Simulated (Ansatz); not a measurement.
AlSiH₅F₂, singlet: a trajectory.

in.yaml

```yaml
crystal:
  periodic: [false, false, false]
  atoms:
    - {symbol: Al, position_ang: [-1.338092, 0.017339, 0.094715]}
    - {symbol: H, position_ang: [-0.993401, -1.084151, 1.361113]}
    - {symbol: F, position_ang: [-2.024585, -0.740058, -1.187958]}
    - {symbol: F, position_ang: [-1.865891, 1.455441, 0.680254]}
    - {symbol: H, position_ang: [-0.074177, -0.714582, 0.847777]}
    - {symbol: Si, position_ang: [1.246917, 0.164321, -0.299956]}
    - {symbol: H, position_ang: [2.069597, 0.817272, 0.749715]}
    - {symbol: H, position_ang: [1.042113, 1.127328, -1.424390]}
    - {symbol: H, position_ang: [1.937418, -1.042809, -0.821170]}
basis:
  gaussian: {orbitals: def2-SVP}
hamiltonian: {xc: {name: BLYP}, dispersion: d4}
md: {n_steps: 80, timestep: 0.25, temperature: 300, ensemble: nvt_nose_hoover, seed: 747, initial_velocities: maxwell_boltzmann}
```

Command:

```bash
ansatz run in.yaml --threads 4 --pin off --events-out ev --progress --plain --max-ram 9574MiB
```

The run's output (Ansatz 0.2.0):

```
Functional definition: BLYP
  name "BLYP"
  cite "Becke, Phys. Rev. A 38, 3098 (1988) doi:10.1103/PhysRevA.38.3098"
  cite "Lee, Yang & Parr, Phys. Rev. B 37, 785 (1988) doi:10.1103/PhysRevB.37.785"
  parameter beta = 0.0042
  parameter a = 0.04918
  parameter b = 0.132
  parameter c = 0.2533
  parameter d = 0.349
  exchange = b88_x(beta = beta)
  correlation = lyp_c(a = a, b = b, c = c, d = d)
975 factors; their error is unknown
mean field evaluation 1: about -19976.7500 eV, gradient 5.4e1 eV
mean field evaluation 2: about -19956.0554 eV, gradient 1.3e2 eV
mean field evaluation 4: about -19981.6556 eV, gradient 2.5e0 eV
mean field evaluation 8: about -19981.6819 eV, gradient 6.8e-2 eV
mean field evaluation 16: about -19981.6115 eV, gradient 5.2e-5 eV
mean field -19981.61146933 eV, -734.3106774751 hartree, gradient 5.2e-5 eV, S^2 0.000000; 0 other end points of the search recorded, 0 dependent functions left out
the calculation of the forces begins
reference -19981.61183057 eV, -734.3106907507 hartree; 25, 25 occupied and 64, 64 virtual orbitals, 975 factors
md step     0: t =     0.00 fs  T =   300.0 K  F+E_penalty+E_count = -19981.94764727 eV  E_kin = 0.271446 eV  conserved = -19981.67620127 eV  (26 SCF iters)
md step     1: t =     0.25 fs  T =   296.7 K  F+E_penalty+E_count = -19981.94467340 eV  E_kin = 0.268478 eV  conserved = -19981.67619586 eV  (32 SCF iters)
md step     2: t =     0.50 fs  T =   291.7 K  F+E_penalty+E_count = -19981.94009637 eV  E_kin = 0.263911 eV  conserved = -19981.67618560 eV  (31 SCF iters)
md step     3: t =     0.75 fs  T =   285.1 K  F+E_penalty+E_count = -19981.93409052 eV  E_kin = 0.257920 eV  conserved = -19981.67617069 eV  (31 SCF iters)
md step     4: t =     1.00 fs  T =   277.1 K  F+E_penalty+E_count = -19981.92690217 eV  E_kin = 0.250751 eV  conserved = -19981.67615173 eV  (31 SCF iters)
md step     5: t =     1.25 fs  T =   268.2 K  F+E_penalty+E_count = -19981.91884009 eV  E_kin = 0.242711 eV  conserved = -19981.67612960 eV  (31 SCF iters)
md step     6: t =     1.50 fs  T =   258.8 K  F+E_penalty+E_count = -19981.91026211 eV  E_kin = 0.234159 eV  conserved = -19981.67610537 eV  (31 SCF iters)
md step     7: t =     1.75 fs  T =   249.2 K  F+E_penalty+E_count = -19981.90155852 eV  E_kin = 0.225481 eV  conserved = -19981.67608074 eV  (31 SCF iters)
md step     8: t =     2.00 fs  T =   239.9 K  F+E_penalty+E_count = -19981.89313062 eV  E_kin = 0.217079 eV  conserved = -19981.67605614 eV  (31 SCF iters)
md step     9: t =     2.25 fs  T =   231.4 K  F+E_penalty+E_count = -19981.88537244 eV  E_kin = 0.209346 eV  conserved = -19981.67603337 eV  (31 SCF iters)
md step    10: t =     2.50 fs  T =   224.0 K  F+E_penalty+E_count = -19981.87864791 eV  E_kin = 0.202644 eV  conserved = -19981.67601366 eV  (31 SCF iters)
md step    11: t =     2.75 fs  T =   218.0 K  F+E_penalty+E_count = -19981.87327191 eV  E_kin = 0.197286 eV  conserved = -19981.67599807 eV  (32 SCF iters)
md step    12: t =     3.00 fs  T =   213.9 K  F+E_penalty+E_count = -19981.86949414 eV  E_kin = 0.193523 eV  conserved = -19981.67598734 eV  (31 SCF iters)
md step    13: t =     3.25 fs  T =   211.7 K  F+E_penalty+E_count = -19981.86748736 eV  E_kin = 0.191526 eV  conserved = -19981.67598190 eV  (32 SCF iters)
md step    14: t =     3.50 fs  T =   211.5 K  F+E_penalty+E_count = -19981.86734116 eV  E_kin = 0.191385 eV  conserved = -19981.67598189 eV  (31 SCF iters)
md step    15: t =     3.75 fs  T =   213.4 K  F+E_penalty+E_count = -19981.86906083 eV  E_kin = 0.193106 eV  conserved = -19981.67598671 eV  (31 SCF iters)
md step    16: t =     4.00 fs  T =   217.3 K  F+E_penalty+E_count = -19981.87257338 eV  E_kin = 0.196616 eV  conserved = -19981.67599585 eV  (28 SCF iters)
md step    17: t =     4.25 fs  T =   223.0 K  F+E_penalty+E_count = -19981.87773706 eV  E_kin = 0.201774 eV  conserved = -19981.67600829 eV  (31 SCF iters)
md step    18: t =     4.50 fs  T =   230.3 K  F+E_penalty+E_count = -19981.88435619 eV  E_kin = 0.208387 eV  conserved = -19981.67602310 eV  (32 SCF iters)
md step    19: t =     4.75 fs  T =   239.0 K  F+E_penalty+E_count = -19981.89219765 eV  E_kin = 0.216221 eV  conserved = -19981.67603912 eV  (31 SCF iters)
md step    20: t =     5.00 fs  T =   248.7 K  F+E_penalty+E_count = -19981.90100915 eV  E_kin = 0.225027 eV  conserved = -19981.67605515 eV  (31 SCF iters)
md step    21: t =     5.25 fs  T =   259.2 K  F+E_penalty+E_count = -19981.91053730 eV  E_kin = 0.234551 eV  conserved = -19981.67607025 eV  (30 SCF iters)
md step    22: t =     5.50 fs  T =   270.3 K  F+E_penalty+E_count = -19981.92054358 eV  E_kin = 0.244556 eV  conserved = -19981.67608349 eV  (32 SCF iters)
md step    23: t =     5.75 fs  T =   281.6 K  F+E_penalty+E_count = -19981.93081817 eV  E_kin = 0.254833 eV  conserved = -19981.67609420 eV  (31 SCF iters)
md step    24: t =     6.00 fs  T =   293.1 K  F+E_penalty+E_count = -19981.94119050 eV  E_kin = 0.265211 eV  conserved = -19981.67610202 eV  (30 SCF iters)
md step    25: t =     6.25 fs  T =   304.6 K  F+E_penalty+E_count = -19981.95153577 eV  E_kin = 0.275565 eV  conserved = -19981.67610681 eV  (30 SCF iters)
md step    26: t =     6.50 fs  T =   315.9 K  F+E_penalty+E_count = -19981.96177815 eV  E_kin = 0.285820 eV  conserved = -19981.67610864 eV  (30 SCF iters)
md step    27: t =     6.75 fs  T =   327.1 K  F+E_penalty+E_count = -19981.97189122 eV  E_kin = 0.295948 eV  conserved = -19981.67610852 eV  (30 SCF iters)
md step    28: t =     7.00 fs  T =   338.2 K  F+E_penalty+E_count = -19981.98189193 eV  E_kin = 0.305967 eV  conserved = -19981.67610555 eV  (31 SCF iters)
md step    29: t =     7.25 fs  T =   349.2 K  F+E_penalty+E_count = -19981.99183902 eV  E_kin = 0.315934 eV  conserved = -19981.67610108 eV  (29 SCF iters)
md step    30: t =     7.50 fs  T =   360.2 K  F+E_penalty+E_count = -19982.00182177 eV  E_kin = 0.325937 eV  conserved = -19981.67609488 eV  (31 SCF iters)
md step    31: t =     7.75 fs  T =   371.4 K  F+E_penalty+E_count = -19982.01195418 eV  E_kin = 0.336091 eV  conserved = -19981.67608811 eV  (30 SCF iters)
md step    32: t =     8.00 fs  T =   383.0 K  F+E_penalty+E_count = -19982.02236336 eV  E_kin = 0.346521 eV  conserved = -19981.67608115 eV  (30 SCF iters)
md step    33: t =     8.25 fs  T =   394.9 K  F+E_penalty+E_count = -19982.03318136 eV  E_kin = 0.357358 eV  conserved = -19981.67607522 eV  (31 SCF iters)
md step    34: t =     8.50 fs  T =   407.5 K  F+E_penalty+E_count = -19982.04453340 eV  E_kin = 0.368728 eV  conserved = -19981.67607003 eV  (31 SCF iters)
md step    35: t =     8.75 fs  T =   420.8 K  F+E_penalty+E_count = -19982.05653226 eV  E_kin = 0.380740 eV  conserved = -19981.67606715 eV  (29 SCF iters)
md step    36: t =     9.00 fs  T =   434.9 K  F+E_penalty+E_count = -19982.06926661 eV  E_kin = 0.393485 eV  conserved = -19981.67606635 eV  (30 SCF iters)
md step    37: t =     9.25 fs  T =   449.8 K  F+E_penalty+E_count = -19982.08279684 eV  E_kin = 0.407020 eV  conserved = -19981.67606832 eV  (30 SCF iters)
md step    38: t =     9.50 fs  T =   465.7 K  F+E_penalty+E_count = -19982.09714814 eV  E_kin = 0.421372 eV  conserved = -19981.67607312 eV  (30 SCF iters)
md step    39: t =     9.75 fs  T =   482.4 K  F+E_penalty+E_count = -19982.11230780 eV  E_kin = 0.436526 eV  conserved = -19981.67608077 eV  (30 SCF iters)
md step    40: t =    10.00 fs  T =   500.0 K  F+E_penalty+E_count = -19982.12822381 eV  E_kin = 0.452431 eV  conserved = -19981.67609119 eV  (30 SCF iters)
md step    41: t =    10.25 fs  T =   518.3 K  F+E_penalty+E_count = -19982.14480649 eV  E_kin = 0.468995 eV  conserved = -19981.67610439 eV  (30 SCF iters)
md step    42: t =    10.50 fs  T =   537.2 K  F+E_penalty+E_count = -19982.16193140 eV  E_kin = 0.486096 eV  conserved = -19981.67611932 eV  (29 SCF iters)
md step    43: t =    10.75 fs  T =   556.6 K  F+E_penalty+E_count = -19982.17944756 eV  E_kin = 0.503581 eV  conserved = -19981.67613506 eV  (29 SCF iters)
md step    44: t =    11.00 fs  T =   576.1 K  F+E_penalty+E_count = -19982.19718865 eV  E_kin = 0.521285 eV  conserved = -19981.67615155 eV  (29 SCF iters)
md step    45: t =    11.25 fs  T =   595.7 K  F+E_penalty+E_count = -19982.21498374 eV  E_kin = 0.539037 eV  conserved = -19981.67616729 eV  (28 SCF iters)
md step    46: t =    11.50 fs  T =   615.2 K  F+E_penalty+E_count = -19982.23267402 eV  E_kin = 0.556678 eV  conserved = -19981.67618111 eV  (27 SCF iters)
md step    47: t =    11.75 fs  T =   634.5 K  F+E_penalty+E_count = -19982.25012871 eV  E_kin = 0.574078 eV  conserved = -19981.67619194 eV  (28 SCF iters)
md step    48: t =    12.00 fs  T =   653.3 K  F+E_penalty+E_count = -19982.26726027 eV  E_kin = 0.591150 eV  conserved = -19981.67619895 eV  (27 SCF iters)
md step    49: t =    12.25 fs  T =   671.8 K  F+E_penalty+E_count = -19982.28403658 eV  E_kin = 0.607860 eV  conserved = -19981.67620149 eV  (29 SCF iters)
md step    50: t =    12.50 fs  T =   689.9 K  F+E_penalty+E_count = -19982.30048859 eV  E_kin = 0.624238 eV  conserved = -19981.67619973 eV  (29 SCF iters)
md step    51: t =    12.75 fs  T =   707.7 K  F+E_penalty+E_count = -19982.31670937 eV  E_kin = 0.640378 eV  conserved = -19981.67619374 eV  (29 SCF iters)
md step    52: t =    13.00 fs  T =   725.5 K  F+E_penalty+E_count = -19982.33284699 eV  E_kin = 0.656424 eV  conserved = -19981.67618478 eV  (28 SCF iters)
md step    53: t =    13.25 fs  T =   743.3 K  F+E_penalty+E_count = -19982.34908628 eV  E_kin = 0.672559 eV  conserved = -19981.67617425 eV  (29 SCF iters)
md step    54: t =    13.50 fs  T =   761.5 K  F+E_penalty+E_count = -19982.36562536 eV  E_kin = 0.688977 eV  conserved = -19981.67616480 eV  (28 SCF iters)
md step    55: t =    13.75 fs  T =   780.1 K  F+E_penalty+E_count = -19982.38264346 eV  E_kin = 0.705856 eV  conserved = -19981.67615767 eV  (27 SCF iters)
md step    56: t =    14.00 fs  T =   799.4 K  F+E_penalty+E_count = -19982.40027264 eV  E_kin = 0.723323 eV  conserved = -19981.67615458 eV  (26 SCF iters)
md step    57: t =    14.25 fs  T =   819.4 K  F+E_penalty+E_count = -19982.41857208 eV  E_kin = 0.741435 eV  conserved = -19981.67615784 eV  (29 SCF iters)
md step    58: t =    14.50 fs  T =   840.1 K  F+E_penalty+E_count = -19982.43750755 eV  E_kin = 0.760156 eV  conserved = -19981.67616682 eV  (29 SCF iters)
md step    59: t =    14.75 fs  T =   861.3 K  F+E_penalty+E_count = -19982.45694980 eV  E_kin = 0.779357 eV  conserved = -19981.67618052 eV  (30 SCF iters)
md step    60: t =    15.00 fs  T =   882.9 K  F+E_penalty+E_count = -19982.47668628 eV  E_kin = 0.798823 eV  conserved = -19981.67619844 eV  (30 SCF iters)
md step    61: t =    15.25 fs  T =   904.4 K  F+E_penalty+E_count = -19982.49644314 eV  E_kin = 0.818283 eV  conserved = -19981.67621772 eV  (30 SCF iters)
md step    62: t =    15.50 fs  T =   925.5 K  F+E_penalty+E_count = -19982.51592404 eV  E_kin = 0.837440 eV  conserved = -19981.67623571 eV  (30 SCF iters)
md step    63: t =    15.75 fs  T =   946.1 K  F+E_penalty+E_count = -19982.53485190 eV  E_kin = 0.856019 eV  conserved = -19981.67624927 eV  (30 SCF iters)
md step    64: t =    16.00 fs  T =   965.7 K  F+E_penalty+E_count = -19982.55301237 eV  E_kin = 0.873808 eV  conserved = -19981.67625564 eV  (29 SCF iters)
md step    65: t =    16.25 fs  T =   984.4 K  F+E_penalty+E_count = -19982.57029231 eV  E_kin = 0.890692 eV  conserved = -19981.67625449 eV  (30 SCF iters)
md step    66: t =    16.50 fs  T =  1002.1 K  F+E_penalty+E_count = -19982.58670126 eV  E_kin = 0.906680 eV  conserved = -19981.67624451 eV  (30 SCF iters)
md step    67: t =    16.75 fs  T =  1018.9 K  F+E_penalty+E_count = -19982.60238388 eV  E_kin = 0.921916 eV  conserved = -19981.67622623 eV  (29 SCF iters)
md step    68: t =    17.00 fs  T =  1035.2 K  F+E_penalty+E_count = -19982.61761207 eV  E_kin = 0.936669 eV  conserved = -19981.67620100 eV  (30 SCF iters)
md step    69: t =    17.25 fs  T =  1051.4 K  F+E_penalty+E_count = -19982.63276282 eV  E_kin = 0.951312 eV  conserved = -19981.67617146 eV  (29 SCF iters)
md step    70: t =    17.50 fs  T =  1067.9 K  F+E_penalty+E_count = -19982.64828147 eV  E_kin = 0.966285 eV  conserved = -19981.67614047 eV  (29 SCF iters)
md step    71: t =    17.75 fs  T =  1085.4 K  F+E_penalty+E_count = -19982.66463825 eV  E_kin = 0.982053 eV  conserved = -19981.67611200 eV  (29 SCF iters)
md step    72: t =    18.00 fs  T =  1104.1 K  F+E_penalty+E_count = -19982.68227689 eV  E_kin = 0.999056 eV  conserved = -19981.67608785 eV  (29 SCF iters)
md step    73: t =    18.25 fs  T =  1124.7 K  F+E_penalty+E_count = -19982.70157118 eV  E_kin = 1.017661 eV  conserved = -19981.67607058 eV  (29 SCF iters)
md step    74: t =    18.50 fs  T =  1147.3 K  F+E_penalty+E_count = -19982.72278359 eV  E_kin = 1.038126 eV  conserved = -19981.67606221 eV  (25 SCF iters)
md step    75: t =    18.75 fs  T =  1172.1 K  F+E_penalty+E_count = -19982.74603573 eV  E_kin = 1.060568 eV  conserved = -19981.67606441 eV  (29 SCF iters, 3 dispersion substeps)
md step    76: t =    19.00 fs  T =  1199.1 K  F+E_penalty+E_count = -19982.77129002 eV  E_kin = 1.084943 eV  conserved = -19981.67607703 eV  (29 SCF iters, 3 dispersion substeps)
md step    77: t =    19.25 fs  T =  1227.9 K  F+E_penalty+E_count = -19982.79834804 eV  E_kin = 1.111051 eV  conserved = -19981.67609938 eV  (28 SCF iters, 3 dispersion substeps)
md step    78: t =    19.50 fs  T =  1258.3 K  F+E_penalty+E_count = -19982.82686066 eV  E_kin = 1.138539 eV  conserved = -19981.67612961 eV  (29 SCF iters, 3 dispersion substeps)
md step    79: t =    19.75 fs  T =  1289.7 K  F+E_penalty+E_count = -19982.85635226 eV  E_kin = 1.166928 eV  conserved = -19981.67616651 eV  (28 SCF iters, 3 dispersion substeps)
md step    80: t =    20.00 fs  T =  1321.4 K  F+E_penalty+E_count = -19982.88624948 eV  E_kin = 1.195644 eV  conserved = -19981.67620641 eV  (25 SCF iters, 3 dispersion substeps)
Total energy: -19982.88660537 eV, -734.3575378603 hartree
Atom 0 at    -1.419290    -0.087536     0.188902 Å, force    -3.695529     0.497348     0.503531 eV/Å
Atom 1 at    -1.564191    -1.066901     1.418874 Å, force    -0.045850    -0.242395     0.100292 eV/Å
Atom 2 at    -1.989485    -0.738213    -1.282901 Å, force     0.645049     0.554314     0.299158 eV/Å
Atom 3 at    -1.773357     1.533204     0.675798 Å, force     0.523158    -0.802208    -0.791745 eV/Å
Atom 4 at     0.097005    -0.280343     0.520248 Å, force     1.758298    -0.243242     0.243582 eV/Å
Atom 5 at     1.266801     0.197749    -0.312570 Å, force     0.739854    -1.090721    -0.222290 eV/Å
Atom 6 at     2.019254     0.993758     0.640658 Å, force     0.455227     0.390007     0.400948 eV/Å
Atom 7 at     0.747887     0.954042    -1.433681 Å, force    -0.284195     0.444777    -0.642806 eV/Å
Atom 8 at     1.895436    -1.122058    -0.729294 Å, force    -0.096012     0.492119     0.109329 eV/Å
Dipole moment:     1.076516     0.006452    -0.130444 e Å

[the SCF lines of later steps are left out]
```

The lines “mean field evaluation” count trial sets of orbitals through the whole run, from several starts and some on an approximate energy, so they need not fall steadily or lie above the final value.

Hardware: 4 CPU threads of an Arm Neoverse V2, shared host. Wall time about 58 s.
